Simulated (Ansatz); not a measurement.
Gas-phase reaction in SMILES: C[Si](C)(C)N + H+ -> C[Si](C)(C)[NH3+]
Each molecule is optimised on its own at B3LYP-D3(BJ)/def2-TZVP (Ansatz, a first-principles code), one conformer each, not searched for the lowest.

Property: proton affinity (electronic energy difference), positive where the reaction releases energy, in kcal/mol. Valence correlation only, unless marked. Spin-orbit coupling is left out. Non-relativistic unless marked X2C. Basis-set limits of correlation are two-point, X^-3; Hartree-Fock from the larger set.

```csv
level,program,proton affinity (kcal/mol)
HF/STO-3G,Ansatz,292.3
HF/cc-pV(D+d)Z,Ansatz,236.1
PBE-D4/def2-TZVPD,Ansatz + dftd4,229.9
r2SCAN-D3(BJ)/def2-TZVPD,Ansatz + dftd3,231.1
```

Q: Estimate the value at CCSD(T)/CBS(cc-pV(T+d)Z,cc-pV(Q+d)Z) as computed with Ansatz.

A: 229.3 kcal/mol
